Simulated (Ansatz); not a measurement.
`CO[SiH]1OC1=N` + `C[NH][AlH][Cl]` → `C[N](C)[AlH][Cl]` + `N=C1O[SiH]1O`  (substitution at a C–O bond)

Calculated with Ansatz (gas phase, PBE0-D4/def2-TZVP geometries, no zero-point term in ΔE). CCSD(T)/CBS is the MP2 limit (def2-TZVPP, def2-QZVPP) plus CCSD(T) − MP2 in def2-TZVPP, frozen cores. DFT in def2-TZVPP. B3LYP here is the variant with VWN-RPA as its local correlation; programs differ in this. Each species was taken in one conformer, which may not be the lowest.

```tsv
level	ΔE (kcal/mol)	difference from CCSD(T)/CBS
PBE-D4	-6.1	-0.3
r2SCAN-D4	-5.7	0.1
B3LYP-D4	-4.7	1.1
ωB97M-V	-5.4	0.4
PBE	-5.8	0.0
r2SCAN	-5.7	0.1
MP2/def2-TZVPP	-7.0	-1.2
CCSD/def2-TZVPP	-5.5	0.3
MP2/def2-QZVPP	-6.9	-1.1
CCSD/CBS(def2)	-5.4	0.4
CCSD(T)/CBS	-5.8	0
```

Largest T1 diagnostic among the species: 0.016.

In def2-TZVPP, CCSD(T) changes the Hartree–Fock value by −3.4 kcal/mol (the triples alone add −0.4 kcal/mol) and MP2 by −4.5 kcal/mol.
